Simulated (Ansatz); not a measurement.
Ansatz (a quantum-chemistry and plane-wave program) input (LC-wPBE/def2-TZVPD):

Ansatz 0.2 input:
```yaml
crystal:
  periodic: [false, false, false]
  atoms:
    - {symbol: B, position_ang: [1.23064426, 0.07062978, -0.26220421]}
    - {symbol: O, position_ang: [0.06860450, -0.29693456, 0.33940966]}
    - {symbol: C, position_ang: [-1.15244660, 0.15858542, -0.01888637]}
    - {symbol: H, position_ang: [2.22679952, -0.41658462, 0.16611487]}
    - {symbol: H, position_ang: [1.20448738, 0.84657476, -1.17142803]}
    - {symbol: H, position_ang: [-1.98421933, -0.22164513, 0.54956749]}
    - {symbol: H, position_ang: [-1.23444531, 0.86247006, -0.83519233]}
basis:
  gaussian:
    orbitals: def2-TZVPD
hamiltonian:
  xc: {name: LC-wPBE}
magnetization: {spin_polarized: true, initial_magnetization: 1}
output: {forces: true}
```

Output:

```
Functional definition: LC-wPBE
integrals: 0.05 GiB planned
727 factors; their error is unknown
integrals: 0.09 GiB planned
379 factors; integrals over basis functions are off by at most 2.9e-5 eV
mean field: 0.70 GiB planned
mean field evaluation 1: about -3821.1566 eV, gradient 2.5e1 eV
mean field evaluation 2: about -3821.3168 eV, gradient 2.6e1 eV
mean field evaluation 4: about -3823.3120 eV, gradient 9.0e-1 eV
mean field evaluation 8: about -3823.3179 eV, gradient 3.7e-2 eV
mean field evaluation 16: about -3823.2955 eV, gradient 4.1e-4 eV
mean field -3823.29550881 eV, -140.5035184259 hartree, gradient 1.6e-5 eV, S^2 0.756089; 0 other end points of the search recorded, 0 dependent functions left out
the calculation of the forces begins
reference -3823.29550881 eV, -140.5035184262 hartree; 12, 11 occupied and 138, 139 virtual orbitals, 727 factors
Total energy: -3823.29550881 eV, -140.5035184262 hartree
Atom 0 at     1.230644     0.070630    -0.262204 Å, force    -0.316259    -0.032516     0.084286 eV/Å
Atom 1 at     0.068604    -0.296935     0.339410 Å, force     0.161236    -0.006758    -0.015513 eV/Å
Atom 2 at    -1.152447     0.158585    -0.018886 Å, force     0.125038     0.019804    -0.041499 eV/Å
Atom 3 at     2.226800    -0.416585     0.166115 Å, force     0.069196    -0.032337     0.027980 eV/Å
Atom 4 at     1.204487     0.846575    -1.171428 Å, force    -0.014111     0.047049    -0.053307 eV/Å
Atom 5 at    -1.984219    -0.221645     0.549567 Å, force    -0.037613    -0.016656     0.025072 eV/Å
Atom 6 at    -1.234445     0.862470    -0.835192 Å, force     0.012513     0.021414    -0.027019 eV/Å
Dipole moment:    -0.164750     0.097587    -0.090851 e Å
```

It need not be the lowest isomer of its formula.
